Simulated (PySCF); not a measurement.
## Exercise with solution: chemical shift, span and skew from a shielding tensor

2,2-difluoro-1-silylethanone (C2H4F2OSi), SMILES O=C(C(F)F)[SiH3]. Atoms are numbered in the order given.

```xyz
10

O     -0.3838     0.5466     1.8273
C     -0.0946     0.2199     0.7003
Si     1.7390     0.3539     0.0506
C     -1.1741    -0.3083    -0.2558
F     -1.1858     0.4857    -1.3569
F     -0.8199    -1.5607    -0.6409
H      2.5731    -0.4495     0.9834
H      1.8818    -0.1401    -1.3432
H      2.1088     1.7920     0.1386
H     -2.1751    -0.3250     0.2083
```
Charge 0, spin multiplicity 1.

Geometry optimised at B3LYP-D3(BJ)/def2-SVP. One conformer was computed; it need not be the lowest.

GIAO shieldings from PBE0/pcSseg-1 in PySCF, non-relativistic, no solvent. The symmetric part of the tensor of Si3 has the principal values 421.4, 436.6, 459.7 ppm. The same nucleus in TMS has σ = 352.7 ppm at this level (PySCF, at its B3LYP-D3(BJ)/def2-TZVP geometry).

Task: Work out the isotropic shielding, the ²⁹Si shift against TMS, the span and the skew.

Result: 
σ(iso) = (σ11 + σ22 + σ33)/3 = 439.2 ppm. δ = σ(ref) − σ(iso) = 352.7 − (439.2) = -86.5 ppm.
Span Ω = σ33 − σ11 = 38.3 ppm. Skew κ = 3(σ(iso) − σ22)/Ω = 0.21. Tumbling in solution averages the tensor to δ; in a static solid the shielding alone would spread this spin-1/2 line over Ω.
